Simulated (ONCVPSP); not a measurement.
**Nd (Z = 60), ONCV: configuration errors across variants**

| Quantity | Value |
| --- | --- |
| Element | neodymium (Nd) |
| Generator | ONCVPSP 4.0.1 |
| Type | optimised norm-conserving Vanderbilt (ONCV) |
| Functional | PBE |
| Relativity | scalar-relativistic |
| Frozen core | [Kr] 4d10 4f3 |
| Valence charge | 11 |
| Reference configuration | 5s2 5p6 5d1 6s2 |
| Partial waves | 5s+6s: rc 2.05 bohr, ncon 4, nbas 8, qcut 5.3 1/bohr, 2 projectors; 5p: rc 1.70 bohr, ncon 4, nbas 9, qcut 5.7 1/bohr, 1 projector; 5d: rc 3.05 bohr, ncon 4, nbas 9, qcut 6.1 1/bohr, 3 projectors, debl 3.6 Ha |
| Local potential | polynomial inside 1.55 bohr (lpopt 4, dvloc0 1 Ha) |
| Core correction | Teter function fitted to the true core (icmod 2), fcfact 0.25 |

All-electron excitation energies from the reference (eV): (1) 5s2 5p6 5d1 6s1 6.265; (2) 5s2 5p6 5d1 6s0 17.699; (3) 5s2 5p6 5d0 6s0 37.196; (4) 5s2 5p6 5d1 6s1 6p1 2.588.

A true bound ghost makes a file unfit for plane-wave use even where its test errors are small: the radial tests pick states by their node count and pass the ghost by.

Errors AE − PS in meV (a dash: test not solved or not reliable):

```json
{"change": "base", "(1)": "-0.7", "(2)": "+2.7", "(3)": "-47", "(4)": "+18", "bound ghosts": "none", "GHOST(+) flags above zero": "s"}
{"change": "d: rc 2.3", "(1)": "-0.7", "(2)": "+2.6", "(3)": "-44", "(4)": "+18", "bound ghosts": "none", "GHOST(+) flags above zero": "s"}
{"change": "d: rc 2.66", "(1)": "-0.7", "(2)": "+2.6", "(3)": "-45", "(4)": "+18", "bound ghosts": "none", "GHOST(+) flags above zero": "s"}
{"change": "d: rc 3.16", "(1)": "-0.7", "(2)": "+2.7", "(3)": "-47", "(4)": "+18", "bound ghosts": "none", "GHOST(+) flags above zero": "s"}
{"change": "d: rc 3.4", "(1)": "0.0", "(2)": "+6.6", "(3)": "-45", "(4)": "+18", "bound ghosts": "none", "GHOST(+) flags above zero": "s"}
{"change": "d: rc 4.44", "(1)": "-12", "(2)": "-50", "(3)": "-351", "(4)": "+15", "bound ghosts": "none", "GHOST(+) flags above zero": "s, d"}
```

Task: Give the same row for: d: rc 3.98.

Result: -25, -143, -45, +11; bound ghosts: d; GHOST(+) flags above zero: s.
